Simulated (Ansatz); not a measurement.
Mulliken charges of F₂H₄OSi₂, SMILES `O[SiH2][SiH](F)F` from r2SCAN/def2-TZVPP in Ansatz (PBE0-D4/def2-TZVP geometry).

| atom | x (Å) | y (Å) | z (Å) | charge (e) |
| --- | --- | --- | --- | --- |
| O1 | -0.204 | 0.389 | -2.008 | -0.407 |
| Si2 | 0.222 | -0.654 | -0.804 | 0.387 |
| Si3 | 0.039 | 0.364 | 1.312 | 0.707 |
| F4 | -1.389 | 1.080 | 1.381 | -0.320 |
| F5 | 1.131 | 1.511 | 1.492 | -0.312 |
| H6 | -1.055 | 0.826 | -1.944 | 0.206 |
| H7 | 1.623 | -1.058 | -1.071 | -0.067 |
| H8 | -0.637 | -1.873 | -0.782 | -0.093 |
| H9 | 0.143 | -0.528 | 2.493 | -0.103 |

By hand: the dipole of these point charges (1 e Å = 4.8032 D).

Σ q r = (0.007, -0.501, 0.014) e Å, of length 0.501 e Å = 2.41 D.

How does the dipole of the full density compare? (Estimate.)

Computed: (-0.171, -0.235, -0.054) e Å, 1.42 D; the point charges give 1.70 times that, at 39° from its direction.

Point charges leave out the atoms' own dipoles, such as those of lone pairs, and Mulliken's split depends on the basis, so the two needn't agree.
